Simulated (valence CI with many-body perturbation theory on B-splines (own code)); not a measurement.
## P¹⁰⁺: fill in the table

Method: relativistic CI+MBPT: three valence electrons over a frozen Dirac-Fock core [He], radial functions for each j: 11 s, 11 p, 9 d, 7 f, 5 g, 2 h, 1 i, with the one-electron correlation potential Σ1 (screened to all orders), the two-electron term Σ2, the three-electron term Σ3, Breit, model QED; selected single and double excitations, second order for the rest, scaled by the run's own slope (own B-spline code, finite nucleus).

No measured levels were compared; by estimate levels of excited configurations hold to 0.05 to 0.15 % of their energy, terms of the ground configuration to about 0.5 %.

| Level | E (cm⁻¹) |
| --- | --- |
| 2s2 2p 2P°_1/2 | 0 |
| 2s2 2p 2P°_3/2 | 9701 |
| 2s 2p2 4P_1/2 | 177080 |
| 2s 2p2 4P_3/2 | ? |
| 2s 2p2 4P_5/2 | 185520 |
| 2s 2p2 2D_3/2 | ? |
| 2s 2p2 2D_5/2 | 316970 |
| 2s 2p2 2S_1/2 | ? |
| 2s 2p2 2P_1/2 | 427060 |
| 2s 2p2 2P_3/2 | 432310 |
| 2p3 4S°_3/2 | 558930 |
| 2p3 2D°_3/2 | 632030 |
| 2p3 2D°_5/2 | 632230 |
| 2p3 2P°_1/2 | 709800 |
| 2p3 2P°_3/2 | 710870 |
| 2s2 3s 2S_1/2 | 2174000 |
| 2s2 3p 2P°_1/2 | ? |
| 2s2 3p 2P°_3/2 | 2265200 |
| 2s2 3d 2D_3/2 | ? |
| 2s2 3d 2D_5/2 | ? |

Q: The levels stand in rising order. What does the calculation give for the missing energies?

A: 2s 2p2 4P_3/2 180570; 2s 2p2 2D_3/2 316860; 2s 2p2 2S_1/2 403480; 2s2 3p 2P°_1/2 2262600; 2s2 3d 2D_3/2 2347600; 2s2 3d 2D_5/2 2348300.
